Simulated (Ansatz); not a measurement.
Cost and result for the atomization energy of C$_{2}$H$_{7}$GaN$_{2}$ (`N=[CH][GaH][CH2]N`) (12 atoms, 11 bonds).

```json
{"atom": "N1", "x (Å)": "-1.943", "y (Å)": "-1.266", "z (Å)": "1.184"}
{"atom": "C2", "x (Å)": "-0.716", "y (Å)": "-1.535", "z (Å)": "1.396"}
{"atom": "Ga3", "x (Å)": "0.529", "y (Å)": "-0.166", "z (Å)": "0.658"}
{"atom": "C4", "x (Å)": "0.248", "y (Å)": "0.532", "z (Å)": "-1.184"}
{"atom": "N5", "x (Å)": "0.938", "y (Å)": "1.758", "z (Å)": "-1.585"}
{"atom": "H6", "x (Å)": "-2.571", "y (Å)": "-1.942", "z (Å)": "1.627"}
{"atom": "H7", "x (Å)": "-0.417", "y (Å)": "-2.416", "z (Å)": "1.988"}
{"atom": "H8", "x (Å)": "1.663", "y (Å)": "0.428", "z (Å)": "1.587"}
{"atom": "H9", "x (Å)": "-0.830", "y (Å)": "0.670", "z (Å)": "-1.315"}
{"atom": "H10", "x (Å)": "0.504", "y (Å)": "-0.263", "z (Å)": "-1.894"}
{"atom": "H11", "x (Å)": "1.939", "y (Å)": "1.666", "z (Å)": "-1.461"}
{"atom": "H12", "x (Å)": "0.654", "y (Å)": "2.535", "z (Å)": "-1.001"}
```

Charge 0, multiplicity 1. Correlated methods include outer-core shells of Ga, which these sets cover unevenly. Scalar relativity is left out up to krypton. The geometry is a stationary point of PBE0-D4/def2-TZVP. It is one conformer, not always the lowest. Program: Ansatz. All runs use 4 threads of an Arm Neoverse V2 on a shared host. Times are those of one run each, without the atoms' runs, and a repeat can differ threefold. Electronic energies, without spin–orbit coupling; frozen cores. CCSD(T)/CBS adds CCSD(T) − MP2 in def2-TZVPP to the MP2 limit, and its time is that of the two runs behind it. T1 = 0.013. With those shells the extrapolation isn't a true limit. B3LYP takes the VWN-RPA correlation (the form of Gaussian; ORCA's B3LYP/G). HSE06 is the plane-wave form, built on full-range PBE exchange.

CCSD(T)/CBS is a level of theory with its own doubt, some kJ/mol a heavy atom from the limit and from the frozen cores, so smaller differences don't rank the functionals.

```csv
level,functions,wall time
LDA (SPW92)/def2-TZVPP,270,1.5 s
revPBE-D4/def2-TZVPP,270,2.4 s
PBE0-D4/def2-TZVPP,270,3.7 s
BHLYP-D4/def2-TZVPP,270,3.8 s
HSE06-D4/def2-TZVPP,270,4 s
B3LYP-D4/def2-TZVPP (with forces),270,6 s
r2SCANh-D4/def2-TZVPP,270,6 s
ωB97X-V/def2-TZVPP,270,9 s
B97M-V/def2-TZVPP,270,12 s
CCSD(T)/def2-SVP,123,13 s
MP2/def2-QZVPP,527,35 s
CCSD(T)/def2-TZVPP,270,5.3 min
CCSD(T)/CBS(def2),–,5.9 min
```

Question: What atomization energy does each give, and how far from CCSD(T)/CBS? (Best estimate.)

Answer: The calculation gave: 
| level | atomization (kJ/mol) | difference from CCSD(T)/CBS | per bond |
| --- | --- | --- | --- |
| LDA (SPW92)/def2-TZVPP | 4754.7 | 643.4 | 58.5 |
| revPBE-D4/def2-TZVPP | 4109.7 | -1.6 | -0.1 |
| PBE0-D4/def2-TZVPP | 4119.7 | 8.4 | 0.8 |
| BHLYP-D4/def2-TZVPP | 3968.1 | -143.2 | -13.0 |
| HSE06-D4/def2-TZVPP | 4123.2 | 11.9 | 1.1 |
| B3LYP-D4/def2-TZVPP (with forces) | 4118.9 | 7.6 | 0.7 |
| r2SCANh-D4/def2-TZVPP | 4066.1 | -45.2 | -4.1 |
| ωB97X-V/def2-TZVPP | 4128.3 | 17.0 | 1.5 |
| B97M-V/def2-TZVPP | 4105.6 | -5.7 | -0.5 |
| CCSD(T)/def2-SVP | 3855.0 | -256.3 | -23.3 |
| MP2/def2-QZVPP | 4113.7 | 2.4 | 0.2 |
| CCSD(T)/def2-TZVPP | 3996.9 | -114.4 | -10.4 |
| CCSD(T)/CBS(def2) | 4111.3 | 0.0 | 0.0 |

In def2-TZVPP, CCSD(T) changes the Hartree–Fock value by +1214.9 kJ/mol (the triples alone add +72.4 kJ/mol) and MP2 by +1263.9 kJ/mol; breaking electron pairs costs correlation energy, which Hartree–Fock lacks. From BLYP to BHLYP (50 % exact exchange), in def2-TZVPP and without D4, the atomization energy moves by −142.9 kJ/mol: exact exchange takes away binding that semilocal exchange gives to molecules. The D4 term adds +36.1 kJ/mol with B3LYP and +19.0 kJ/mol with PBE0; it sums over pairs of atoms, weighted by their polarisabilities, and B3LYP, whose exchange is more repulsive, gets the larger term.
